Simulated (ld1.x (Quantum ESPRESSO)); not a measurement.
## How hard is this Au TM potential?

```json
{
  "Element": "gold (Au)",
  "Generator": "ld1.x (Quantum ESPRESSO) 7.5",
  "Type": "norm-conserving Troullier–Martins (Kleinman–Bylander form)",
  "Functional": "PBE",
  "Relativity": "scalar-relativistic",
  "Frozen core": "[Kr] 4d10 4f14",
  "Valence charge": "19",
  "Reference configuration": "5s2 5p6 5d9.5 6s0 6p0 (charge +1.5)",
  "Partial waves": "5p (bound): rc 1.60 bohr; 5d (bound): rc 1.15 bohr; 5s (bound): rc 1.10 bohr",
  "Local potential": "the s channel",
  "Core correction": "none"
}
```

The pseudo-atom Hamiltonian at the reference potential is diagonalised in spherical Bessel functions j_l(qr) that vanish at 20 bohr, with q² up to the cutoff. All-electron valence levels (Ry): 5p -5.4843, 6p -0.7720, 5d -1.5546, 5s -9.0572, 6s -1.3120.

Task: How do the lowest levels (Ry) of each channel move with the cutoff, and are there ghosts?

Result:

| cutoff (Ry) | p #1 | p #2 | p #3 | d #1 | s #1 | s #2 | f #1 | f #2 | Σ f·Δε (mRy) |
| --- | --- | --- | --- | --- | --- | --- | --- | --- | --- |
| 8 | -3.9407 | -0.6113 | -0.2327 | -0.7837 | -7.7143 | -1.1441 | -0.1540 | -0.0596 | 19270.8 |
| 15 | -5.2317 | -0.7396 | -0.2625 | -1.1732 | -7.7898 | -1.1818 | -0.1545 | -0.0606 | 7673.6 |
| 21 | -5.4380 | -0.7687 | -0.2694 | -1.4169 | -8.1247 | -1.2037 | -0.1547 | -0.0609 | 3450.5 |
| 35 | -5.4741 | -0.7757 | -0.2710 | -1.5459 | -8.7869 | -1.2871 | -0.1549 | -0.0614 | 684.0 |
| 45 | -5.4809 | -0.7775 | -0.2715 | -1.5536 | -8.9567 | -1.3204 | -0.1549 | -0.0614 | 230.6 |
| 60 | -5.4841 | -0.7794 | -0.2720 | -1.5539 | -8.9872 | -1.3320 | -0.1549 | -0.0614 | 147.5 |
| 90 | -5.4843 | -0.7803 | -0.2722 | -1.5540 | -9.0247 | -1.3344 | -0.1549 | -0.0614 | 70.3 |
| 110 | -5.4844 | -0.7803 | -0.2722 | -1.5543 | -9.0474 | -1.3373 | -0.1549 | -0.0615 | 22.2 |
| 160 | -5.4844 | -0.7803 | -0.2722 | -1.5545 | -9.0544 | -1.3390 | -0.1549 | -0.0615 | 6.3 |
| 200 | -5.4844 | -0.7803 | -0.2722 | -1.5545 | -9.0566 | -1.3392 | -0.1549 | -0.0615 | 1.6 |
| 300 | -5.4844 | -0.7803 | -0.2722 | -1.5546 | -9.0572 | -1.3393 | -0.1549 | -0.0615 | 0.1 |
| 400 | -5.4844 | -0.7803 | -0.2722 | -1.5546 | -9.0573 | -1.3393 | -0.1549 | -0.0615 | 0.0 |

Result: no extra level below or beside the all-electron valence levels (p, d, s, f tested); 10 mRy is reached at 140 Ry and 1 mRy at 230 Ry.

Its largest configuration-test error is +396 meV.
